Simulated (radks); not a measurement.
Isoelectronic series with 18 electrons, all held in the configuration [Ar], which need not be the ground one along the series. Method: scalar-relativistic Kohn-Sham, r2SCAN, spin-polarised, spherical densities, finite nucleus; meta-GGA in the generalised Kohn-Sham scheme; Fermi nuclear charge, rms radius of each element as measured or else 0.836 A^(1/3) + 0.57 fm; computed with a radial shooting solver on a logarithmic mesh with Libxc functionals. Total energies (hartree) and mean radii <r> (bohr):

| ion | E (hartree) | 3p | 3s | 2p | 2s |
|---|---|---|---|---|---|
| Ar | -529.40910 | 1.658 | 1.413 | 0.3761 | 0.4125 |
| K+ | -602.12192 | 1.424 | 1.271 | 0.3500 | 0.3863 |
| Ca2+ | -679.86583 | 1.257 | 1.154 | 0.3273 | 0.3630 |
| Sc3+ | -762.63921 | 1.129 | 1.057 | 0.3073 | 0.3424 |
| Ti4+ | -850.44616 | 1.027 | 0.9759 | 0.2895 | 0.3239 |
| V5+ | -943.29425 | 0.9431 | 0.9064 | 0.2736 | 0.3072 |
| Cr6+ | -1041.19326 | 0.8725 | 0.8464 | 0.2594 | 0.2921 |
| Mn7+ | -1144.15490 | 0.8123 | 0.7939 | 0.2465 | 0.2783 |
| Fe8+ | -1252.19243 | 0.7601 | 0.7476 | 0.2349 | 0.2658 |
| Co9+ | -1365.32021 | 0.7145 | 0.7065 | 0.2242 | 0.2543 |
| Ni10+ | -1483.55408 | 0.6741 | 0.6697 | 0.2145 | 0.2437 |
| Cu11+ | -1606.91013 | 0.6382 | 0.6366 | 0.2056 | 0.2339 |
| Zn12+ | -1735.40663 | 0.6059 | 0.6065 | 0.1973 | 0.2248 |
| Ga13+ | -1869.06194 | 0.5769 | 0.5792 | 0.1897 | 0.2164 |
| Ge14+ | -2007.89571 | 0.5505 | 0.5542 | 0.1826 | 0.2086 |
| As15+ | -2151.92893 | 0.5264 | 0.5313 | 0.1761 | 0.2013 |
| Se16+ | -2301.18269 | 0.5044 | 0.5101 | 0.1699 | 0.1944 |
| Br17+ | -2455.67977 | 0.4841 | 0.4906 | 0.1642 | 0.1880 |
| Kr18+ | -2615.44344 | 0.4654 | 0.4724 | 0.1588 | 0.1820 |
| Rb19+ | -2780.49825 | 0.4481 | 0.4556 | 0.1538 | 0.1763 |
